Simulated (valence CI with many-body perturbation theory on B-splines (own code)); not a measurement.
## Which ion has this spectrum?

A relativistic CI+MBPT calculation for an atom or ion with 21 electrons gives these levels (cm⁻¹):

```
   J  Parity        E     g
 3/2    even        0  0.71
 5/2    even   458711  1.05
 3/2    even   508517  1.17
 7/2    even   536790  1.04
 9/2    even   537197  1.03
 1/2    even   549974  1.81
 5/2    even   729506  1.25
 7/2    even   986065  1.11
 9/2    even  1021321  1.13
 3/2    even  1062007  1.11
 1/2    even  1084807  1.51
11/2    even  1096005  1.08
 5/2    even  1098962  1.28
 5/2    even  1164575  1.10
```

The energies are calculated, and their last digits are not significant.

**Question.** Which is it?
A. Re54+
B. Tm48+
C. Hf51+
D. Ta52+

**Answer.** C. Hf51+, ground level (3d3/2^3) J=3/2.
